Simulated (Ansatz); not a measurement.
Total energies of CFGaOS.

```xyz
5

F     1.616    0.510    0.608
Ga    0.652    1.606    1.657
O     0.140   -1.383   -1.383
C    -0.652   -0.774   -0.818
S    -1.756    0.041   -0.065
```

The species carries charge 0 and has multiplicity 1. Correlated methods include outer-core shells of Ga, which these sets cover unevenly. Scalar relativity is left out up to krypton. The bonds changed during the relaxation, so this is another structure than the one it started from. Geometry: relaxed with PBE0-D4/def2-TZVP. Basis def2-TZVPP, Ansatz 0.2.0.

RPA on PBE orbitals: Hartree–Fock energy of these orbitals -2533.04899 Eh, correlation -1.51938 Eh (frozen core).

```csv
functional,energy without D4 (Eh),D4 term (kJ/mol)
B3LYP,-2536.47284,-23.6
CAM-B3LYP,-2536.46548,-12.9
```

(1) Give the same for LDA (SPW92), PBE, revPBE, BLYP, r2SCAN, B97M-V, PBE0, r2SCANh, r2SCAN0, HSE06 (plane-wave form), BHLYP, LC-ωPBE, ωB97X-V, ωB97M-V, B2PLYP, PBE-QIDH. (Best estimate.)

B3LYP takes the VWN-RPA correlation (the form of Gaussian; ORCA's B3LYP/G). HSE06 is the plane-wave form, built on full-range PBE exchange. The double hybrids freeze the cores in their second-order part.

Results:

(1) Computed: 
```tsv
functional	energy without D4 (Eh)	D4 term (kJ/mol)
LDA (SPW92)	-2530.50646	–
PBE	-2535.73509	-14.3
revPBE	-2536.13236	-36.8
BLYP	-2536.47048	-30.7
r2SCAN	-2536.26692	-3.3
B97M-V	-2535.87426	–
PBE0	-2535.78661	-12.4
r2SCANh	-2536.23714	-3.7
r2SCAN0	-2536.19444	-4.1
HSE06 (plane-wave form)	-2535.77010	-11.7
BHLYP	-2536.27439	-20.3
LC-ωPBE	-2535.88378	–
ωB97X-V	-2536.08366	–
ωB97M-V	-2536.23124	–
B2PLYP	-2535.78944	–
PBE-QIDH	-2535.32600	–
```

LC-ωPBE has ω = 0.4 bohr⁻¹.
